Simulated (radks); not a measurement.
Problem. The mean radii <r> (bohr) of the occupied orbitals of an atom or ion are listed with their occupations. All-electron calculation, scalar-relativistic Kohn-Sham, LDA (Slater exchange, Perdew-Wang correlation), spin-unpolarised, spherical densities, finite nucleus; Fermi nuclear charge, rms radius of each element as measured or else 0.836 A^(1/3) + 0.57 fm. Program: a radial shooting solver on a logarithmic mesh with Libxc functionals.

| orbital | occ. | <r> |
|---|---|---|
| 1s | 2 | 0.2002 |
| 2s | 2 | 0.9807 |
| 2p | 1 | 0.9178 |

Name the element and its charge.

Solution. Z = 8, oxygen, charge +3: O3+ in [He] 2s2 2p1. The 1s radius gives Z: for a bare nucleus <r> = (2 gamma + 1)/(2Z) with gamma = sqrt(1 - (Z/c)^2), 0.1873 bohr for Z = 8, and screening makes it slightly larger (0.2002 here). The occupations add up to 5, and the charge is Z minus that.
